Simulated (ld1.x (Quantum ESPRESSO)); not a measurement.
Transferability test, TM potential for S

| Item | Value |
| --- | --- |
| Element | S |
| Generator | ld1.x (Quantum ESPRESSO) 7.5 |
| Type | norm-conserving Troullier–Martins (Kleinman–Bylander form) |
| Functional | LDA (PZ) |
| Relativity | scalar-relativistic |
| Frozen core | [Ne] |
| Valence charge | 6 |
| Reference configuration | 3s2 3p4 |
| Partial waves | 3p (bound): rc 1.10 bohr; 3d channel at 0.3 Ry: rc 1.20 bohr; 3s (bound): rc 1.10 bohr |
| Local potential | the s channel |
| Core correction | Bessel-smoothed model core, default radius (core density twice the valence density) |

Energies are relative to the spin-unpolarised reference configuration 3s2 3p4; without spin polarisation the order of configurations can differ from experiment. Spin-polarised rows fill each open shell by Hund’s rule, majority spin first. The frozen-core shift is the all-electron ΔE with the core orbitals held at their reference shape minus the fully relaxed ΔE.

| valence configuration | charge | ΔE all-electron (eV) | error AE − PS (meV) | frozen-core shift (meV) |
| --- | --- | --- | --- | --- |
| 3s2 3p3 | +1 | 11.863 | +4.8 | +1.4 |
| 3s2 3p2 | +2 | 34.236 | +29 | +11 |
| 3s2 3p1 | +3 | 68.394 | +86 | +43 |
| 3s2 3p3.5 | +0.5 | 4.709 | +0.9 | +0.3 |
| 3s1 3p4 | +1 | 22.660 | +10 | +2.4 |
| 3s0 3p6 | 0 | 20.607 | +6.7 | +1.0 |
| 3s2 3p4 (spin-polarised) | 0 | -0.706 | +0.5 | +0.7 |

**Question.** What are ΔE and the potential's error for 3s2 3p0?

**Answer.** ΔE = 115.377 eV all-electron; the error (AE − PS) is +172 meV.

**Question.** What are ΔE and the potential's error for 3s2 3p3 (spin-polarised)?

**Answer.** ΔE = 9.898 eV all-electron; the error (AE − PS) is +2.6 meV.

Levels in the configuration 3s2 3p4 (spin-polarised):

```tsv
level	all-electron (eV)	pseudo (eV)
3s up	-17.927	-17.931
3p up	-7.685	-7.686
3s down	-16.316	-16.314
3p down	-6.263	-6.263
```
